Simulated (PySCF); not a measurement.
## How methods differ on the excitation energy of Be

Be [He] 2s2 (1S) → Be [He] 2s1 2p1 (3P), as a difference of total energies. Computed with PySCF 2.14 in aug-cc-pVQZ-DK (6s5p4d3f2g, 80 functions), with the spin-free X2C one-electron Hamiltonian (Gaussian nucleus). Correlated levels: valence: 1s2 frozen. The calculations carry no spin-orbit coupling.

Order these methods by the excitation energy they give, lowest first.
A. UHF
B. MP2 (valence)
C. CCSD (valence)
D. SCS-MP2 (valence)

A (13039 cm⁻¹), B (18893 cm⁻¹), D (20612 cm⁻¹), C (22038 cm⁻¹).

Errors of the correlated levels include the incompleteness of this basis and the frozen core.

With two correlated electrons CCSD is exact in that space.

For comparison: 21980 cm⁻¹ (measured; NIST levels, between the centres of gravity of the two terms).
